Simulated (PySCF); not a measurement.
# Working with the constants of ZnH

UHF-CCSD(T) constants of ZnH, ²Σ⁺ (doublet), unpaired electrons σ ↑ (PySCF, spin-free X2C with a Gaussian nucleus, basis sets Zn x2c-TZVPPall, H x2c-TZVPPall; masses 63.9291 and 1.0078 u):

| Item | Value |
| --- | --- |
| ωe | 1596.7 cm⁻¹ |
| ωexe | 45.1 cm⁻¹ |
| Be | 6.7542 cm⁻¹ |
| αe | 0.274 cm⁻¹ |
| D (centrifugal) | 0.000483 cm⁻¹ |
| De to Zn + H | 0.92 eV |

Problem. Give the vibrational terms G(v) and spacings up to v = 3.

Solution. G(v) = ωe(v+½) − ωexe(v+½)².

```json
{"v": "0", "G(v) (cm⁻¹)": "787", "G(v) − G(v−1)": "", "Bv (cm⁻¹)": "6.617"}
{"v": "1", "G(v) (cm⁻¹)": "2294", "G(v) − G(v−1)": "1507", "Bv (cm⁻¹)": "6.343"}
{"v": "2", "G(v) (cm⁻¹)": "3710", "G(v) − G(v−1)": "1416", "Bv (cm⁻¹)": "6.069"}
{"v": "3", "G(v) (cm⁻¹)": "5036", "G(v) − G(v−1)": "1326", "Bv (cm⁻¹)": "5.795"}
```

Problem. How well does the Morse estimate ωe²/(4ωexe) reproduce De, and what is D0?

Solution. It gives 1.75 eV, 190 % of the computed De. D0 = De − G(0) = 0.92 − 0.10 = 0.82 eV.

Correlated steps freeze 5 core orbitals. The state was picked by a PBE0 search and need not be the measured ground state.
